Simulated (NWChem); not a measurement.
System: Si2H6O; SMILES O[SiH2][SiH3]

Input file for NWChem:

```
start job
memory heap 200 mb stack 900 mb global 1100 mb
geometry units angstroms noautosym nocenter noautoz
  Si    -0.535271     0.727263     0.009479
  O      0.761241     1.777176    -0.111587
  Si     0.169845    -1.517742    -0.010379
  H     -1.335126     0.967165     1.255870
  H     -1.401288     1.009712    -1.169578
  H      1.440109     1.700083     0.564886
  H      1.111387    -1.771042     1.127195
  H      0.882507    -1.843559    -1.284329
  H     -1.002055    -2.437288     0.137005
end
basis spherical
  * library def2-svp
end
dft
  xc m05-2x
  iterations 150
end
cosmo
  do_cosmo_smd true
  solvent acetntrl
end
task dft energy
```

Output (shortened):

```
             Northwest Computational Chemistry Package (NWChem) 7.3.0
             --------------------------------------------------------

                             Geometry "geometry" -> ""
                             -------------------------

 Output coordinates in angstroms (scale by  1.889725989 to convert to a.u.)

  No.       Tag          Charge          X              Y              Z
 ---- ---------------- ---------- -------------- -------------- --------------
    1 Si                  14.0000    -0.53527100     0.72726300     0.00947900
    2 O                    8.0000     0.76124100     1.77717600    -0.11158700
    3 Si                  14.0000     0.16984500    -1.51774200    -0.01037900
    4 H                    1.0000    -1.33512600     0.96716500     1.25587000
    5 H                    1.0000    -1.40128800     1.00971200    -1.16957800
    6 H                    1.0000     1.44010900     1.70008300     0.56488600
    7 H                    1.0000     1.11138700    -1.77104200     1.12719500
    8 H                    1.0000     0.88250700    -1.84355900    -1.28432900
    9 H                    1.0000    -1.00205500    -2.43728800     0.13700500

 Effective nuclear repulsion energy (a.u.)     152.2004155013

                                 NWChem DFT Module
                                 -----------------

 Summary of "ao basis" -> "ao basis" (spherical)
 ------------------------------------------------------------------------------
       Tag                 Description            Shells   Functions and Types
 ---------------- ------------------------------  ------  ---------------------
 Si                         def2-svp                 8       18   4s3p1d
 O                          def2-svp                 6       14   3s2p1d
 H                          def2-svp                 3        5   2s1p

 in cosmo_initialize ...
 calling solv_data for solv:acetntrl

 solvent parameters
 solvname_short: acetntrl
 solvname_long:  acetonitrile
 dielec:       35.6880
 dielecinf:     1.8069
 nonaqueous SMD model solvent descriptors
 dielec:       35.6880
 sola:          0.0700
 solb:          0.3200
 solc:          0.0000
 solg:         41.2500
 solh:          0.0000
 soln:          1.3442

          ---------------
          -cosmo- solvent
          ---------------
 Cosmo: York-Karplus, doi: 10.1021/jp992097l
 dielectric constant -eps-     =  35.69
 screen = (eps-1)/(eps    )    =   0.97198
 surface charge correction     = lagrangian

   van der Waals surface
 --------------------------

 ---------- ATOMIC COORDINATES (A.U.) ------------ VDWR(ANG.) --
     1   -1.01151552    1.37432779    0.01791271     2.470
     2    1.43853690    3.35837567   -0.21086885     2.168
     3    0.32096051   -2.86811650   -0.01961347     2.470
     4   -2.52302230    1.82767684    2.37325018     1.200
     5   -2.64805035    1.90807901   -2.21018194     1.200
     6    2.72141140    3.21269103    1.06747975     1.200
     7    2.10021690   -3.34678409    2.13008969     1.200
     8    1.66769641   -3.48382135   -2.42702989     1.200
     9   -1.89360938   -4.60580648    0.25890191     1.200
 number of segments per atom =        128
 number of   points per atom =        128
 atom (   nspa,  nppa )
 ----------------------
    1 (     68,     0 )       0
    2 (     79,     0 )       0
    3 (     92,     0 )       0
    4 (     35,     0 )       0
    5 (     36,     0 )       0
    6 (     13,     0 )       0
    7 (     35,     0 )       0
    8 (     34,     0 )       0
    9 (     34,     0 )       0
 number of -cosmo- surface points =      426
 molecular surface =    134.255 angstrom**2
 molecular volume  =    120.310 angstrom**3
 -lineq- algorithm             =   0
 -bem- low  level              =   3
 -bem- from -octahedral-
 gaussian surface charge width =   4.50000
 degree of switching           =   1.00000
 switching function tolerance  =   0.00010
 atomic radii =
 --------------
    1 14.000  2.470
    2  8.000  2.168
    3 14.000  2.470
    4  1.000  1.200
    5  1.000  1.200
    6  1.000  1.200
    7  1.000  1.200
    8  1.000  1.200
    9  1.000  1.200
 ...... end of -cosmo- initialization ......

 nat:                     9
 ixmem:                  4523
 calling mnsol_interface()
 G(SMD-CDS) energy (kcal/mol)  =     0.017
 SMD-CDS SASA (angstrom**2)    =   144.615

            General Information
            -------------------
          SCF calculation type: DFT
          Wavefunction type:  closed shell.
          No. of atoms     :     9
          No. of electrons :    42
           Alpha electrons :    21
            Beta electrons :    21
          Charge           :     0
          Spin multiplicity:     1
          Use of symmetry is: off; symmetry adaption is: off
          Maximum number of iterations: 150
          AO basis - number of functions:    80
                     number of shells:    40
          Convergence on energy requested:  1.00D-06
          Convergence on density requested:  1.00D-05
          Convergence on gradient requested:  5.00D-04

              XC Information
              --------------
                       M05-2X Method XC Functional
                     Hartree-Fock (Exact) Exchange  0.560
                M05-2X metaGGA Exchange Functional  0.440
                      M05-2X Correlation Potential  1.000

             Grid Information
             ----------------
          Grid used for XC integration:  medium
          Radial quadrature: Mura-Knowles
          Angular quadrature: Lebedev.
          Tag              B.-S. Rad. Rad. Pts. Rad. Cut. Ang. Pts.
          ---              ---------- --------- --------- ---------
          Si                  1.10       88          10.0       590
          O                   0.60       49          12.0       434
          H                   0.35       45          12.0       434
          Grid pruning is: on
          Number of quadrature shells:   495
          Spatial weights used:  Erf1

      Superposition of Atomic Density Guess
      -------------------------------------

 Sum of atomic energies:        -655.16391659

      Non-variational initial energy
      ------------------------------

 Total energy =    -656.034502
 1-e energy   =   -1209.666082
 2-e energy   =     401.431164
 HOMO         =      -0.307857
 LUMO         =       0.024417

   convergence    iter        energy       DeltaE   RMS-Dens  Diis-err
 ---------------- ----- ----------------- --------- --------- ---------
     COSMO gas phase
 d= 0,ls=0.0,diis     1   -657.5032791248 -8.10D+02  1.04D-02  4.86D-01
 d= 0,ls=0.0,diis     2   -657.5105988139 -7.32D-03  5.31D-03  5.35D-01
 d= 0,ls=0.0,diis     3   -657.5610003220 -5.04D-02  8.82D-04  1.12D-02
 d= 0,ls=0.0,diis     4   -657.5620963589 -1.10D-03  2.08D-04  2.55D-04
 d= 0,ls=0.0,diis     5   -657.5621435200 -4.72D-05  7.90D-05  1.47D-05
  Resetting Diis
 d= 0,ls=0.0,diis     6   -657.5621474066 -3.89D-06  1.34D-05  8.13D-07
 d= 0,ls=0.0,diis     7   -657.5621475732 -1.67D-07  2.96D-06  2.27D-08

   convergence    iter        energy       DeltaE   RMS-Dens  Diis-err
 ---------------- ----- ----------------- --------- --------- ---------
     COSMO solvation phase
 d= 0,ls=0.0,diis     1   -657.5668217885 -4.67D-03  8.52D-04  1.64D-03
 d= 0,ls=0.0,diis     2   -657.5671974264 -3.76D-04  2.10D-04  3.33D-04
 d= 0,ls=0.0,diis     3   -657.5672245728 -2.71D-05  8.79D-05  1.29D-04
 d= 0,ls=0.0,diis     4   -657.5672375179 -1.29D-05  3.30D-05  5.51D-06
 d= 0,ls=0.0,diis     5   -657.5672383063 -7.88D-07  8.07D-06  6.88D-08

         Total DFT energy =     -657.567238306339
      One electron energy =    -1212.222304524284
           Coulomb energy =      455.214470193040
    Exchange-Corr. energy =      -52.628838712266
 Nuclear repulsion energy =      152.200415501310

             COSMO energy =       -0.130980764139

 Numeric. integr. density =       42.000023653216

                                COSMO-SMD solvation results
                                ---------------------------

             internal energy in gas <Psi(g)|H|Psi(g)> =      -657.562147573190
         internal energy in solvent <Psi(s)|H|Psi(s)> =      -657.561676403383
                               delta internal energy  =         0.000471169808 (    0.30 kcal/mol)
   total free energy in solvent <Psi(s)|H+V/2|Psi(s)> =      -657.567265453726
 polarization energy contribution <Psi(s)|V/2|Psi(s)> =        -0.005589050343 (   -3.51 kcal/mol)
    total free energy in solvent including G(SMD-CDS) =      -657.567238306339
                       G(SMD-CDS) energy contribution =         0.000027147386 (    0.02 kcal/mol)
     1 M fixed-concentration free energy of solvation =        -0.005090733149 (   -3.19 kcal/mol)

                       DFT Final Molecular Orbital Analysis
                       ------------------------------------

 Vector   19  Occ=2.000000D+00  E=-4.057936D-01
              MO Center= -1.1D-01, -1.8D+00,  1.5D-01, r^2= 2.8D+00
   Bfn.  Coefficient  Atom+Function         Bfn.  Coefficient  Atom+Function
  ----- ------------  ---------------      ----- ------------  ---------------
    76      0.352499  9 H  s                 40     -0.281474  3 Si px
    66     -0.221246  7 H  s                 43     -0.206441  3 Si px
    77      0.203187  9 H  s                 37      0.159425  3 Si px
    71     -0.145763  8 H  s                 67     -0.127644  7 H  s
    23     -0.123993  2 O  py                26     -0.094114  2 O  py

 Vector   20  Occ=2.000000D+00  E=-3.821451D-01
              MO Center= -4.7D-01,  7.0D-01,  2.5D-02, r^2= 3.9D+00
   Bfn.  Coefficient  Atom+Function         Bfn.  Coefficient  Atom+Function
  ----- ------------  ---------------      ----- ------------  ---------------
    56      0.272347  5 H  s                 24      0.270282  2 O  pz
    51     -0.268338  4 H  s                 10     -0.224537  1 Si pz
    57      0.213296  5 H  s                 27      0.200147  2 O  pz
    52     -0.200677  4 H  s                 66      0.139863  7 H  s
    22     -0.120798  2 O  px                 7      0.119880  1 Si pz

 Vector   21  Occ=2.000000D+00  E=-3.298446D-01
              MO Center= -1.1D-01, -1.0D-01,  5.0D-02, r^2= 3.6D+00
   Bfn.  Coefficient  Atom+Function         Bfn.  Coefficient  Atom+Function
  ----- ------------  ---------------      ----- ------------  ---------------
    41      0.284271  3 Si py                23      0.255242  2 O  py
     9     -0.236958  1 Si py                44      0.235198  3 Si py
    26      0.213237  2 O  py                51     -0.168092  4 H  s
    52     -0.166203  4 H  s                 38     -0.149234  3 Si py
    35      0.144779  3 Si s                 12     -0.134655  1 Si py

 Vector   22  Occ=0.000000D+00  E= 3.778479D-02
              MO Center= -9.2D-02, -9.3D-03,  8.4D-02, r^2= 4.6D+00
   Bfn.  Coefficient  Atom+Function         Bfn.  Coefficient  Atom+Function
  ----- ------------  ---------------      ----- ------------  ---------------
    11      0.583315  1 Si px                77      0.562838  9 H  s
    21     -0.541549  2 O  s                 43      0.541082  3 Si px
    12      0.530921  1 Si py                44      0.383545  3 Si py
    67     -0.378912  7 H  s                 57      0.273386  5 H  s
    36      0.225156  3 Si s                 62      0.224758  6 H  s

 Vector   23  Occ=0.000000D+00  E= 6.517576D-02
              MO Center= -8.6D-02, -8.1D-01,  8.9D-05, r^2= 4.4D+00
   Bfn.  Coefficient  Atom+Function         Bfn.  Coefficient  Atom+Function
  ----- ------------  ---------------      ----- ------------  ---------------
    45      1.084802  3 Si pz                72      0.885631  8 H  s
    67     -0.695169  7 H  s                 13      0.568169  1 Si pz
    57      0.484150  5 H  s                 52     -0.466897  4 H  s
    71      0.178632  8 H  s                 77     -0.175862  9 H  s
    44     -0.163368  3 Si py                12     -0.150831  1 Si py

 Vector   24  Occ=0.000000D+00  E= 9.320832D-02
              MO Center= -8.1D-02, -9.9D-01,  3.1D-02, r^2= 5.0D+00
   Bfn.  Coefficient  Atom+Function         Bfn.  Coefficient  Atom+Function
  ----- ------------  ---------------      ----- ------------  ---------------
    44     -1.315666  3 Si py                 4      1.202838  1 Si s
    12     -0.866420  1 Si py                36     -0.589406  3 Si s
     3      0.561318  1 Si s                 43      0.560506  3 Si px
    11      0.332604  1 Si px                72     -0.331799  8 H  s
    52     -0.327656  4 H  s                 57     -0.274749  5 H  s

     Multipole analysis of the density
     ---------------------------------

     L   x y z        total         alpha         beta         nuclear
     -   - - -        -----         -----         ----         -------
     0   0 0 0     -0.000000    -21.000000    -21.000000     42.000000

     1   1 0 0      0.242863     -0.511152     -0.511152      1.265168
     1   0 1 0     -0.161238     -0.813618     -0.813618      1.465998
     1   0 0 1      0.526080      0.522166      0.522166     -0.518252

     2   2 0 0    -25.269496    -44.576442    -44.576442     63.883388
     2   1 1 0      1.070392     -0.095334     -0.095334      1.261059
     2   1 0 1      1.753620      0.908177      0.908177     -0.062735
     2   0 2 0    -29.865464   -161.778555   -161.778555    293.691645
     2   0 1 1      1.862439      1.355950      1.355950     -0.849460
     2   0 0 2    -26.641319    -24.579221    -24.579221     22.517123
```

Level: M05-2X/def2-SVP, SMD on the gas-phase geometry. Structure relaxed at the PBE0/def2-SVP level. Solvent: acetonitrile.
